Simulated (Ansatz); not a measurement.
CH$_{3}$F$_{3}$NV, SMILES `C[N]=[V]([F])([F])[F]`. Total charge 0; spin multiplicity 1.

```xyz
9

C    -1.1169    1.0510    0.1369
N    -0.0933    0.0873    0.0111
V     1.0626   -1.0000   -0.1303
F     2.5274   -0.1533   -0.5041
F     0.6080   -2.0762   -1.4101
F     1.1800   -1.8313    1.3854
H    -1.5413    1.0187    1.1455
H    -0.7144    2.0525   -0.0459
H    -1.9122    0.8513   -0.5884
```

What are the harmonic wavenumbers in cm⁻¹ at PBE0-D4/def2-TZVP (Ansatz, finite differences of forces, unscaled)? (An estimate is asked.)

Computed: 63, 104, 104, 198, 198, 249, 374, 374, 667, 765, 789, 789, 1077, 1077, 1381, 1444, 1454, 1454, 3022, 3102, 3102.

Is this a minimum?

Yes, all 21 modes are real.

Give the ideal-gas thermochemistry at 298.15 K and 1 bar (rigid rotor, harmonic oscillator; point group C3v, symmetry number 3).

Zero-point energy 130.3 kJ/mol; H(298) − E = 153.4 kJ/mol; entropy 362.7 J/(mol·K), of which translation 170.2, rotation 106.8, vibration 85.8; G(298) − E = 45.2 kJ/mol. Modes under 100 cm⁻¹ are hindered rotations or soft bends, so the harmonic entropy is rough.

Rotational constants (cm⁻¹)?

0.106, 0.0643, 0.06429.
